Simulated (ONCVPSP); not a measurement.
# Transferability test, ONCV potential for beryllium

beryllium, optimised norm-conserving Vanderbilt (ONCV), made with ONCVPSP 4.0.1 (LDA (Perdew-Wang 92), scalar-relativistic). Core [He], reference 2s1.5 (charge +0.5). Waves: 2s: rc 2.15 bohr, ncon 4, nbas 8, qcut 3.1 1/bohr, 1 projector; p scattering state at 0.44 Ha: rc 2.70 bohr, ncon 4, nbas 8, qcut 3.7 1/bohr, 2 projectors, debl 1.3 Ha; d scattering state at 0.3 Ha: rc 1.85 bohr, ncon 4, nbas 7, qcut 4.4 1/bohr, 2 projectors, debl 2.4 Ha. Local part: polynomial inside 1.75 bohr (lpopt 5, dvloc0 4 Ha). Core correction: polynomial model core, fcfact 0.45.

In the p channel the program set the typed energies aside and used 0.050, 1.350 Ha.

Energies are relative to the spin-unpolarised reference configuration 2s1.5; without spin polarisation the order of configurations can differ from experiment.

```json
{"valence configuration": "2s2", "charge": "0", "ΔE all-electron (eV)": "-3.748", "error AE − PS (meV)": "+0.6"}
{"valence configuration": "2s1 2p1", "charge": "0", "ΔE all-electron (eV)": "-0.230", "error AE − PS (meV)": "-0.3"}
```

What are ΔE and the potential's error for 2s1?

ΔE = 5.765 eV all-electron; the error (AE − PS) is +0.2 meV.

What are ΔE and the potential's error for 2s0 2p2?

ΔE = 3.321 eV all-electron; the error (AE − PS) is -11 meV.
